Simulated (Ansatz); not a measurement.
Geometry optimisation, Ansatz 0.2.0, RKS B3LYP-D4/def2-SVP.

The input (input.yaml):

```yaml
crystal:
  periodic: [false, false, false]
  atoms:
    - { symbol: "N", position_ang: [-0.2569, 0.2352, 1.4819] }
    - { symbol: C, position_ang: [0.2054, -0.6894, 0.5115] }
    - { symbol: Te, position_ang: [2.2244, -0.322, 0.0194] }
    - { symbol: Si, position_ang: [0.129, -0.0901, -1.219] }
    - { symbol: O, position_ang: [-0.5238, 1.505, -1.3149] }
    - { symbol: H, position_ang: [-0.76503, 1.04255, 0.95959] }
    - { symbol: H, position_ang: [0.51112, 0.64268, 2.01397] }
    - { symbol: H, position_ang: [-0.0449, -1.7245, 0.6952] }
    - { symbol: H, position_ang: [-0.4364, -1.0909, -2.123] }
    - { symbol: H, position_ang: [0.0256, 1.9384, -1.9796] }
basis:
  gaussian: { orbitals: def2-SVP }
hamiltonian:
  xc: b3lyp
  dispersion: d4
relax:
  f_tol: 0.015
  max_steps: 40
output:
  orbitals: {}
```

Launched with:

```bash
$ ansatz run input.yaml --threads 2 --pin off --max-ram 3072MiB --backend cpu --events-out ev --progress --plain --runs-dir out
```

Q: Where does it end, and by what steps?

A: It converged. After 15 steps the energy has fallen by 1.320 eV; Te3 moved furthest, 0.97 Å. Parted: C2–Te3.

```tsv
step	energy less start (eV)	largest force component (eV/Å)	accepted
0	0.0000	2.621	yes
1	-0.6186	0.956	yes
2	-0.8650	0.963	yes
3	-0.9759	1.435	yes
4	-1.1099	2.050	yes
5	-1.2224	0.863	yes
6	-1.2672	0.580	yes
7	-1.2995	0.428	yes
8	-1.3116	0.267	yes
9	-1.3139	0.140	yes
10	-1.3185	0.061	yes
11	-1.3191	0.052	yes
12	-1.3194	0.024	yes
13	-1.3190	0.088	no
14	-1.3195	0.026	yes
15	-1.3196	0.014	yes
```

```xyz
10
Properties=species:S:1:pos:R:3
N -0.365 0.375 1.396
C 0.004 -0.589 0.568
Te 2.603 -0.348 -0.869
Si 0.235 -0.211 -1.260
O -0.467 1.319 -1.403
H -0.620 1.277 0.992
H -0.222 0.329 2.400
H 0.258 -1.551 1.023
H -0.518 -1.155 -2.129
H 0.161 2.002 -1.673
```

The run took 100 s on 2 threads of Intel(R) Xeon(R) Platinum 8259CL CPU @ 2.50GHz (Skylake/Cascade Lake), on a shared host, peak memory 0.3 GiB.
